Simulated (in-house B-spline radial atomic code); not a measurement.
RPA and G0W0 for B³⁺, 1s2, as one setting changes: the share of exact exchange in the PBE hybrid start. A dash marks a level of low quasi-particle weight. Computed with an all-electron radial atomic-structure program (B-spline basis): all electrons, non-relativistic, point nucleus, each spin shell either full or empty, empty states to l = 9 with an (l + 1/2)⁻⁴ tail; G0W0 by contour deformation at full frequency.

Relativity, left out, deepens the 1s level by about Z⁴α²/8 hartree.

```csv
share of exact exchange in the PBE hybrid start,mean-field level (eV),G0W0 level (eV),RPA correlation (Eh)
0,-231.32,1s -258.91,-0.089545
0.1,-234.23,1s -258.97,-0.088634
0.2,?,?,?
0.3,?,?,?
0.4,-242.98,1s -259.14,-0.086032
0.5,-245.91,1s -259.18,-0.085206
0.6,-248.83,1s -259.22,-0.0844
0.7,-251.77,1s -259.25,-0.083612
0.8,-254.70,1s -259.28,-0.082842
0.9,-257.64,1s -259.31,-0.082089
1,-260.58,1s -259.33,-0.081353
```

What belongs in the row for 0.2?

mean-field level (eV): -237.14; G0W0 level (eV): 1s -259.03; RPA correlation (Eh): -0.087746.

What belongs in the row for 0.3?

mean-field level (eV): -240.06; G0W0 level (eV): 1s -259.09; RPA correlation (Eh): -0.086877.

At what share of exact exchange does G0W0 leave the highest level unchanged?

Near 0.96, where the shift changes sign (-1.671 eV at 0.9, +1.245 eV at 1).
